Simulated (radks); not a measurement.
Values are calculated unless marked as measured or tabulated.
Valence configurations of C IV (all share [He]). Level of theory: scalar-relativistic Kohn-Sham, PBE, spin-polarised, spherical densities, finite nucleus; open shells are filled with parallel spins first; Fermi nuclear charge, rms radius 2.4702 fm (a radial shooting solver on a logarithmic mesh with Libxc functionals). Energies are relative to 2s1; eigenvalues in eV for spin up.

[
 {"valence": "2s1", "E (eV)": "0.000", "moment (Bohr magnetons)": "1", "e(2p)": "-", "e(2s)": "-57.714"},
 {"valence": "2s0.5 2p0.5", "E (eV)": "4.068", "moment (Bohr magnetons)": "1", "e(2p)": "-49.121", "e(2s)": "-57.216"},
 {"valence": "2p1", "E (eV)": "8.099", "moment (Bohr magnetons)": "1", "e(2p)": "-48.680", "e(2s)": "-"}
]

NIST lists [He] 2s1 as the ground configuration; this level of theory agrees among the configurations tried. The energies are those of spherical high-spin densities, not of single terms.
